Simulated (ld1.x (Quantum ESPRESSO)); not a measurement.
## Which change was made? (Ga, TM)

Ga, norm-conserving Troullier–Martins (Kleinman–Bylander form), made with ld1.x (Quantum ESPRESSO) 7.5 (PBE, scalar-relativistic). Core [Ar] 3d10, reference 4s2 4p1. Waves: 4s (bound): rc 1.80 bohr; 4p (bound): rc 2.25 bohr. Local part: all-electron potential smoothed inside 2.20 bohr (lloc = -1). Core correction: a·sin(br)/r model core, default radius (core density twice the valence density).

Cutoffs, loose and tight: the cutoffs (Ry, on a coarse ladder) from which the occupation-weighted sum of valence levels, in a spherical-Bessel basis at the reference potential, stays within 10 and 1 mRy of its value at 400 Ry. They do not see the model core or the augmentation charge, which bear on the density cutoff. Test errors are all-electron minus pseudo excitation energies from the reference, over the configurations 4s2 4p0; 4s1 4p0; 4s2 4p0.5; 4s1 4p2; 4s2 4p1.3; 4s1 4p1; 4s0 4p3; variants that change the core or the reference have their own tests.

The base gives: outcome: generated; cutoff, loose: 15 Ry; cutoff, tight: 35 Ry; bound ghosts: none; largest test error (meV): -174.

Task: After one change the result is: outcome: generated; cutoff, loose: 12 Ry; cutoff, tight: 30 Ry; bound ghosts: none; largest test error (meV): -192. Which change was it?
A. reference 4s1 4p2
B. type RRKJ; local potential the s channel; rho0 0.001
C. all radii but the core radius scaled by about 1.22 (s 2.20, p 2.76 bohr); local potential all-electron potential smoothed inside 2.68 bohr (lloc = -1)
D. wave 4s (bound): rc 1.80 bohr becomes 4s (bound): rc 2.36 bohr

Result: C. The others give: wave 4s (bound): rc 1.80 bohr becomes 4s (bound): rc 2.36 bohr → outcome: generated; cutoff, loose: 10 Ry; cutoff, tight: 25 Ry; bound ghosts: none; largest test error (meV): -178 | type RRKJ; local potential the s channel; rho0 0.001 → outcome: generated; cutoff, loose: 18 Ry; cutoff, tight: 35 Ry; bound ghosts: none; largest test error (meV): -171 | reference 4s1 4p2 → outcome: generated; cutoff, loose: 12 Ry; cutoff, tight: 35 Ry; bound ghosts: none; largest test error (meV): -83.
